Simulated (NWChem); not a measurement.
# CH$_{4}$AlFO; SMILES C[O][AlH][F]

```xyz
8

Al    -0.5696     0.7297     0.0000
H     -1.9969     1.3701     0.0000
F      0.7792     1.7044     0.0000
O     -0.3981    -0.9414     0.0000
C      0.5327    -1.9719     0.0000
H      0.4007    -2.6130    -0.8892
H      1.5759    -1.6072     0.0000
H      0.4007    -2.6130     0.8892
```
Atoms are numbered in this order, from 1.

Program: NWChem. Pople sets run with spherical d functions. Coordinates come from a PBE0/def2-SVP optimisation. Vertical excitations in the gas phase; the lowest state need not have the same character in each row.

Task: Among these, which level gives the lowest value of “lowest excitation, singlet (eV)”?
(A) CAM-B3LYP/6-31+G*, TDA
(B) B3LYP/6-31+G*, TDA
(C) PBE0/6-31+G*, TDA
(D) PBE/6-31+G*, TDA

Result: D, PBE/6-31+G*, TDA. Values: PBE/6-31+G*, TDA 5.71; B3LYP/6-31+G*, TDA 6.39; PBE0/6-31+G*, TDA 6.60; CAM-B3LYP/6-31+G*, TDA 6.89
